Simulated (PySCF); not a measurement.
A species of formula C10H6 has this rotational fingerprint, computed with PBE0-D3(BJ)/def2-SVP geometry optimisation, gas phase in PySCF 2.14.0:

| Quantity | Value |
| --- | --- |
| Rotational constants | A = 4662, B = 710.0, C = 616.2 MHz |
| Dipole components | \|μa\| = 5.91 D, \|μb\| = 0.98 D, \|μc\| = 0.00 D |
| Inertial defect | 0.00 u·Å² |
| κ | -0.95 |

Task: Which candidate fits, each taken in the one conformer that was computed?
A. `C1C(C#C)=CC(C=1)=C1C=C1`
B. `C#CC1=CC=CC1=C1C=C1`

Result: A. It is C#CC1=CC(=C2C=C2)C=C1, a near-prolate asymmetric top, point group Cs. The candidates at the same level (rigid rotor, commonest isotopes):

| SMILES | A (MHz) | B (MHz) | C (MHz) | μa (D) | μb (D) | μc (D) | Δ (u·Å²) | point group | rotor |
| --- | --- | --- | --- | --- | --- | --- | --- | --- | --- |
| C#CC1=CC(=C2C=C2)C=C1 | 4662 | 710.0 | 616.2 | 5.91 | 0.98 | 0.00 | 0.00 | Cs | near-prolate asymmetric top |
| C#CC1=CC=CC1=C1C=C1 | 1822 | 1417 | 797.2 | 4.74 | 0.90 | 0.00 | 0.00 | Cs | asymmetric top |

`C#CC1=CC=CC1=C1C=C1` has B 100 % too high. In the right answer the mirror of this Cs structure is the ab plane, so μc vanishes by symmetry (the 0.01 D computed is a residue). No structure here is proved a minimum.
